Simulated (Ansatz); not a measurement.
Ansatz results at the PBE0-D4/def2-TZVP geometry: HOMO–LUMO gap (PBE/def2-TZVPP) 4.07 eV; HOMO energy (PBE/def2-TZVPP) -6.47 eV; HOMO energy (B3LYP/def2-TZVPP) -7.35 eV.

Each molecule was computed in one conformer, which needn't be the lowest.

Task: Which molecule gave them?
A. `CCSCN`
B. `N=C=CC(=N)O`
C. `NC(O)S[SiH3]`
D. `[SiH3][SiH2][CH2][GaH2]`

Result: D. The others give `N=C=CC(=N)O`: 4.24, -5.78, -6.71; `NC(O)S[SiH3]`: 5.08, -5.81, -6.79; `CCSCN`: 5.23, -5.09, -6.09.

B3LYP here is the variant with VWN-RPA as its local correlation; programs differ in this.
